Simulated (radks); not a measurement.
Values are calculated unless marked as measured or tabulated.
Question: The rubidium ion Rb3+, configuration [Ar] 3d10 4s2 4p4. Code: a radial shooting solver on a logarithmic mesh with Libxc functionals. Model: non-relativistic Kohn-Sham, TPSS, spin-polarised, spherical densities, point nucleus; open shells are filled with parallel spins first (spin-orbit coupling, left out, can overturn this in heavy ions); meta-GGA in the generalised Kohn-Sham scheme; relativity is left out, which matters for an element this heavy. Some entries of the table are withheld. Estimate them.

orbital,occ.,eigenvalue (hartree),<r> (bohr),<r^2> (bohr^2)
1s up,1,-543.8984,0.04127,0.002280
1s down,1,-543.8905,0.04127,0.002280
2s up,1,-72.84322,0.1821,0.03901
2s down,1,-72.84032,0.1821,0.03900
2p up,3,-66.19649,0.1569,0.03004
2p down,3,-66.18974,0.1569,0.03004
3s up,1,-11.92512,0.5209,0.3114
3s down,1,-11.91583,0.5209,0.3113
3p up,3,-9.51983,0.5230,0.3194
3p down,3,-9.50900,0.5229,0.3190
3d up,5,-5.20959,0.5231,0.3346
3d down,5,-5.19659,0.5220,0.3327
4s up,1,-2.35647,1.417,2.265
4s down,1,-2.26218,1.418,2.275
4p up,3,(1),1.574,2.815
4p down,1,(2),1.587,2.871

Answer: 
(1) 4p up eigenvalue (hartree): -1.75833
(2) 4p down eigenvalue (hartree): -1.66779
